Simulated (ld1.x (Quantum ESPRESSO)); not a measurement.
Co (Z = 27): one change to a TM potential, before and after

ld1.x (Quantum ESPRESSO) 7.5 input, shortened:

```
&input
   title='Co', zed=27., rel=1, dft='PBE', iswitch=3,
   config='[Ar] 3d6 4s0 4p0 4f-2'
 /
 &inputp
   pseudotype=2, tm=.true., lloc=2,
   nlcc=.true., rcore=1.10
 /
4
4S  1  0   0.00   0.00  1.95  1.95  0.0
4P  2  1   0.00   0.00  2.20  2.20  0.0
4F  4  3  -2.00   0.45  2.00  2.00  0.0
3D  3  2   6.00   0.00  1.20  1.20  0.0
 &test
   configts(1)='3d6 4s0 4p0'
 /
```

All-electron outer shells of the reference configuration (PBE, scalar-relativistic, ld1.x):

```tsv
shell	level (eV)	outermost node (bohr)	outermost maximum (bohr)
3p	-103.76	0.28	0.67
3d	-45.17	–	0.66
4s	-32.40	0.94	1.95
4p	-24.81	1.00	2.23
```

Change: all radii but the core radius scaled by about 0.94 (s 1.84, p 2.08, d 1.14, f 1.88 bohr).

Cutoffs: the cutoffs (Ry, on a coarse ladder) from which the occupation-weighted sum of valence levels, in a spherical-Bessel basis at the reference potential, stays within 10 and 1 mRy of its value at 400 Ry; they do not see the model core or the augmentation charge, which bear on the density cutoff. Errors are all-electron minus pseudo energies relative to the spin-unpolarised reference configuration.

Q: Predict the effect on cutoff, ghosts and configuration errors.

A: The potential gets neither clearly harder nor softer (160 Ry and 260 Ry → 180 Ry and 260 Ry); both files keep a bound ghost (p, s); of the 7 tests that both files solve, the error grows in 0 and shrinks in 2 by more than 15 % and 0.3 meV (median size 131.3 → 125.8 meV).

| quantity | base | changed |
| --- | --- | --- |
| cutoff, loose | 160 Ry | 180 Ry |
| cutoff, tight | 260 Ry | 260 Ry |
| bound ghosts | s, p | s, p |
| error for 3d7 4s2 4p0, meV [ΔE -61.69 eV] | -35 | -27 |
| error for 3d7 4s1 4p0, meV [ΔE -52.66 eV] | -131 | -126 |
| error for 3d7 4s0 4p0, meV [ΔE -35.87 eV] | -255 | -251 |
| error for 3d8 4s0 4p0, meV [ΔE -55.21 eV] | -660 | -644 |
| error for 3d6 4s2 4p0, meV [ΔE -46.50 eV] | -5.2 | -3.7 |
| error for 3d5 4s0 4p0, meV [ΔE 55.35 eV] | -443 | -445 |
| error for 3d7 4s0 4p2, meV [ΔE -52.71 eV] | -94 | -89 |

 A true bound ghost makes a file unfit for plane-wave use even where its test errors are small: the radial tests pick states by their node count and pass the ghost by.
